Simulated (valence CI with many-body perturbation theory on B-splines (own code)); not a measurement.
**Hyperfine factors and g values of Rb6+**

Level of theory: relativistic CI+MBPT: three valence electrons over a frozen Dirac-Fock core [Ar] 3d10, radial functions for each j: 11 s, 11 p, 9 d, 7 f, 5 g, 2 h, 1 i, with the one-electron correlation potential Σ1 (screened to all orders), the two-electron term Σ2, the three-electron term Σ3, Breit, model QED; selected single and double excitations, second order for the rest, scaled by the run's own slope (own B-spline code, finite nucleus).

Against 19 measured levels this calculation errs by 89 cm⁻¹ on average and by 214 at most. These come from a selection out of Sansonetti, J. Phys. Chem. Ref. Data 35, 301 (2006). Levels without a partner in it may be off by more.

A/g_I is the dipole constant over the nuclear g factor μ/I (μ in nuclear magnetons, uniformly magnetised nucleus), B/Q the quadrupole constant per barn. Both hold the static response of the core; the bare values leave it out. Large factors of s and p1/2 electrons are usually good to 5 to 10 %; those of open d and f shells near neutrality can be off by tens of per cent, and small factors of p3/2, d and f electrons come from cancelling terms and can be off by a factor of two or in sign, in half-filled shells by more. B is blank for J = 1/2, where it vanishes, and for nearly pure S terms. Energies count from the lowest level.

Names give the largest LS component (configuration and term), which can be under half, so a name can repeat, a term be missing and a line seem to break the LS rules; names also repeat where a configuration has a term twice. Letters in brackets count levels of one name in rising energy.

| Level | E (cm⁻¹) | g | A/g_I (MHz) | A/g_I bare | B/Q (MHz/b) | B/Q bare |
| --- | --- | --- | --- | --- | --- | --- |
| 4s²4p ²P°_1/2 | 0 | 0.665 | 9590 | 8880 |  |  |
| 4s²4p ²P°_3/2 | 10465 | 1.334 | 1800 | 1600 | 3290 | 2940 |
| 4s4p² ⁴P_1/2 | 122160 | 2.659 | 21800 | 20000 |  |  |
| 4s4p² ⁴P_3/2 | 126590 | 1.732 | 9560 | 8770 | 2760 | 2460 |
| 4s4p² ⁴P_5/2 | 131980 | 1.590 | 9710 | 8900 | -3390 | -3020 |
| 4s4p² ²D_3/2 | 160590 | 0.807 | -2960 | -2730 | 4420 | 3940 |
| 4s4p² ²D_5/2 | 162090 | 1.211 | 9510 | 8760 | 6210 | 5540 |
| 4s4p² ²S_1/2 | 190690 | 1.647 | 26600 | 24500 |  |  |
| 4s4p² ²P_1/2 | 202930 | 1.031 | 16100 | 14900 |  |  |
| 4s4p² ²P_3/2 | 207050 | 1.329 | -2430 | -2300 | -3320 | -2980 |
| 4s²4d ²D_3/2 | 255890 | 0.800 | 217 | 201 | 711 | 588 |
| 4s²4d ²D_5/2 | 257170 | 1.200 | 899 | 825 | 988 | 817 |
| 4p³ ²D°_3/2 | 311420 | 1.222 | 1110 | 1010 | 1560 | 1390 |
| 4p³ ⁴S°_3/2 | 314720 | 1.578 | -348 | -339 | -358 | -322 |
| 4p³ ²D°_5/2 | 314800 | 1.200 | 3560 | 3270 | -768 | -695 |
| 4p³ ²P°_1/2 | 342350 | 0.665 | 8520 | 7840 |  |  |
| 4s²5s ²S_1/2 | 342960 | 2.002 | 12700 | 11800 |  |  |
| 4p³ ²P°_3/2 | 345070 | 1.333 | 1450 | 1320 | -1440 | -1290 |
| 4s4p4d ⁴F°_3/2 | 356990 | 0.407 | -4640 | -4270 | 1690 | 1460 |
| 4s4p4d ⁴F°_5/2 | 359210 | 1.033 | 2720 | 2500 | 1350 | 1160 |
| 4s4p4d ⁴F°_7/2 | 362540 | 1.241 | 4730 | 4350 | 2000 | 1710 |
| 4s4p4d ⁴F°_9/2 | 367340 | 1.334 | 5100 | 4690 | 4070 | 3530 |
| 4s4p4d ⁴P°_5/2 | 379010 | 1.515 | 6210 | 5720 | 1440 | 1220 |
| 4s4p4d ⁴D°_3/2 | 380610 | 1.428 | 4370 | 4020 | 896 | 786 |
| 4s4p4d ⁴D°_1/2 | 381700 | 0.432 | -9850 | -9060 |  |  |
| 4s4p4d ⁴P°_1/2 | 386770 | 2.239 | 18700 | 17200 |  |  |
| 4s4p4d ⁴D°_7/2 | 387250 | 1.424 | 6290 | 5780 | -2590 | -2340 |
| 4s4p4d ⁴P°_3/2 | 387280 | 1.473 | 7250 | 6670 | -1100 | -940 |
| 4s4p4d ⁴D°_5/2 | 387460 | 1.406 | 6390 | 5870 | -1720 | -1510 |
| 4s4p4d ²D°_3/2 [a] | 391520 | 0.831 | -5160 | -4750 | -1700 | -1540 |
| 4s4p4d ²D°_5/2 [a] | 392080 | 1.228 | 7480 | 6890 | -2480 | -2250 |
| 4s²5p ²P°_1/2 | 399440 | 0.666 | 2980 | 2750 |  |  |
| 4s4p4d ²F°_5/2 [a] | 402390 | 0.876 | 2680 | 2480 | 3350 | 2930 |
| 4s²5p ²P°_3/2 | 402750 | 1.333 | 908 | 834 | 1110 | 1.00e+03 |
| 4s4p4d ²F°_7/2 [a] | 410420 | 1.143 | -4.45 | -18.8 | 3820 | 3350 |
| 4s4p4d ²F°_7/2 [b] | 416320 | 1.145 | 3510 | 3240 | 2300 | 1970 |
| 4s4p4d ²F°_5/2 [b] | 417060 | 0.858 | -1790 | -1650 | 1840 | 1570 |
| 4s4p4d ²P°_3/2 [a] | 427870 | 1.304 | 5450 | 5000 | 564 | 483 |
| 4s4p4d ²P°_1/2 [a] | 432070 | 0.664 | -10100 | -9300 |  |  |
| 4s4p4d ²P°_1/2 [b] | 447500 | 0.664 | 614 | 567 |  |  |

**Question.** Take the isotope of mass number 85, with I = 5/2, μ = 1.35306 μN and Q = 0.276 b. What is the hyperfine structure of 4s4p² ⁴P_5/2?

**Answer.** From the table A = 5250 MHz, B = -936 MHz. Shifts from the centre of gravity in MHz: F = 0: -46600, F = 1: -41100, F = 2: -30300, F = 3: -14200, F = 4: 6890, F = 5: 32600.
